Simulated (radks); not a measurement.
Species: Sn XLIV. Configuration: [He] 2s2 2p3.

All-electron calculation, scalar-relativistic Kohn-Sham, SCAN, spin-polarised, spherical densities, finite nucleus; open shells are filled with parallel spins first (spin-orbit coupling, left out, can overturn this in heavy ions); meta-GGA in the generalised Kohn-Sham scheme; Fermi nuclear charge, rms radius 4.6519 fm. Program: a radial shooting solver on a logarithmic mesh with Libxc functionals.

Energy parts (Ry):
total: -7952.99700
kinetic: 8431.44738
electron-nucleus: -16815.24918
Hartree: 560.79414
exchange-correlation: -129.98933

Orbitals (lengths in bohr, moments of r in powers of bohr):
\begin{tabular}{lrrr}
orbital & occ. & eigenvalue (Ry) & <r> \\ \hline
1s up & 1 & -2393.944 & 0.02899 \\
1s down & 1 & -2390.392 & 0.02894 \\
2s up & 1 & -548.4688 & 0.1203 \\
2s down & 1 & -542.9187 & 0.1209 \\
2p up & 3 & -521.3586 & 0.1040 \\
\end{tabular}

The highest occupied level is 2p up at -7093.4 eV. Summed over all electrons, <r^2> = 0.07563 bohr^2, which gives a Langevin (diamagnetic) susceptibility term of -0.0599 x 10^-6 cm^3/mol. Spin moment in Bohr magnetons: 3. The electron density at the nucleus is 1.942e+05 e/bohr^3 (large components only). For comparison, the ionisation energy in NIST's Atomic Spectra Database is 7080 eV (semi-empirical). In exact Kohn-Sham theory the highest level is minus the ionisation energy, but local and semilocal functionals leave it too shallow, through self-interaction and a potential that decays too fast; potentials with the right tail come closer. The density falls to 0.001 e/bohr^3 at r = 0.44 bohr.

Empty levels of this run are not shown, since the potential may be unsettled where no density lies.
